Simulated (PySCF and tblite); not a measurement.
Results of a calculation; reference values are marked as such.
System: C₄H₁₁NSi, numbered as in [CH2:1]1[CH2:2][SiH2:3][CH2:4][CH2:5][NH:6]1.

Motion: pyramidal inversion at N6. GFN2-xTB gives an electronic barrier of 6.3 kcal/mol and a reaction energy of 2.0 kcal/mol.

Q: What does PBE0/pcSseg-1 + D3(BJ) give on GFN2-xTB geometries?

A: A barrier of 3.5 kcal/mol, 2.8 below the tight-binding barrier (from unrounded values), a reaction energy of -0.7 kcal/mol and, with GFN2-xTB thermal terms, ΔG‡(298 K) = 2.3 kcal/mol and k = 1.3×10¹¹ s⁻¹ (1 equivalent path).

Programs: tblite and PySCF.
